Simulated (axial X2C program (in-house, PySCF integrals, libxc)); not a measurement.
Bond lengths and stretching modes, held linear, of STaS⁺

Computed with an axial X2C code built on PySCF integrals: two-component X2C with atomic mean-field Coulomb and Gaunt terms, Gaussian nuclei, basis S dyall-av3z, Ta dyall-v3z with contracted cores. Spin-free rows use the one-electron spin-free X2C Hamiltonian.

Masses S 31.972, Ta 180.948, S 31.972 u. States: 2c Ω = 2 (beyond evenly filled blocks: ω = 1/2, ω = 3/2); spin-free M_S = 1, Λ = 0 (beyond evenly filled blocks: 2 × σα).

LDA, 2c: energies above the lowest point

```tsv
r(S–Ta) (Å)	r(Ta–S) (Å)	E (meV)
2.1235	2.1235	63.23
2.1235	2.1780	27.71
2.1235	2.2324	59.69
2.1780	2.1235	27.71
2.1780	2.1780	0.00
2.1780	2.2324	39.62
2.1780	2.2869	131.26
2.2324	2.1235	59.69
2.2324	2.1780	39.62
2.2324	2.2324	86.71
2.2869	2.1780	131.26
2.2869	2.2869	291.46
```

**Question.** Fit a quadratic surface with cubic terms in each bond: where is the minimum, and what are the two stretching wavenumbers?

**Answer.** At LDA, 2c: bonds 2.172 and 2.172 Å; harmonic stretches 468.0 and 488.6 cm⁻¹; force constants 3.72, 3.72 and coupling 0.40 mdyn/Å.

The other levels and Hamiltonians give:

```tsv
Hamiltonian	level	r(S–Ta) (Å)	r(Ta–S) (Å)	lower stretch (cm⁻¹)	upper stretch (cm⁻¹)
2c	PBE0	2.176	2.176	458.6	479.5
spin-free	PBE0	2.156	2.156	474.9	497.1
spin-free	LDA	2.155	2.155	482.0	504.4
```

Each state is one determinant, the lowest of a limited PBE0 search; the stretches come from a fit to these few points and carry an uncertainty of a few per cent. Other orders of the atoms were not compared. Left out for rough or failed fits: HF 2c, MP2 2c, HF spin-free, MP2 spin-free. The molecule was held linear; bending was not examined, so a bent shape may lie lower. Open-shell Ω = 0 determinants with evenly filled partner blocks cannot be reached by this program, so the Ω shown need not be the lowest component. Note: several unpaired electrons, one determinant need not be a pure state.
